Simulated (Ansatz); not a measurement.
Compare A (`C[SiH2][Zn][F]`) with its isomer B (`[F][Zn][CH2][SiH3]`).

Calculated with Ansatz (gas phase, PBE0-D4/def2-TZVP geometries, no zero-point term in ΔE). CCSD(T)/CBS is the MP2 limit (def2-TZVPP, def2-QZVPP) plus CCSD(T) − MP2 in def2-TZVPP, frozen cores. DFT in def2-TZVPP. B3LYP here is the variant with VWN-RPA as its local correlation; programs differ in this. For Zn outer-core shells are correlated without core-valence functions, which leaves a few kJ/mol of doubt a bond. Scalar relativity is left out up to krypton. Each species was taken in one conformer, which may not be the lowest.

(1) Which isomer does CCSD(T)/CBS put lower? Give the gap. (An estimate is asked.)

(2) Give E(B) − E(A) in kcal/mol with PBE-D4, B3LYP, PBE0-D4, B3LYP-D4, r2SCAN-D4, CCSD(T)/def2-TZVPP, B2PLYP. (Best estimate.)

Largest T1 diagnostic: 0.015.

## Answers

(1) Computed: A, by 7.3 kcal/mol.

(2) The calculation gave: PBE-D4 10.3, B3LYP 9.5, PBE0-D4 9.7, B3LYP-D4 9.2, r2SCAN-D4 9.0, CCSD(T)/def2-TZVPP 6.1, B2PLYP 7.8. None reverses the order clearly.

From PBE to PBE0 (25 % exact exchange), in def2-TZVPP and without D4, E(B) − E(A) moves by −0.7 kcal/mol. In def2-TZVPP, CCSD(T) changes the Hartree–Fock value by −1.6 kcal/mol (the triples alone add −0.2 kcal/mol) and MP2 by −2.9 kcal/mol.
